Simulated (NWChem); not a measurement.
Species: TiOF2; SMILES [F][Ti](=[O])[F]

All runs: NWChem. Coordinates come from a PBE0/def2-SVP optimisation. Level M06-2X/def2-SVP: energy and gradient on several grids; changes count from the extra-fine grid, which is no exact limit either.

**Question.** Which is the coarsest grid (coarse; xcoarse; xfine; medium; fine) from which on the energy stays within 100 μHa and each gradient component within 200 μHa/bohr of xfine?

**Answer.** medium.
```csv
grid,size of the energy change (μHa),largest change of a gradient component (μHa/bohr)
xcoarse,20000,3000
coarse,500,500
medium,20,100
fine,< 10,50
xfine,< 10,< 30
```
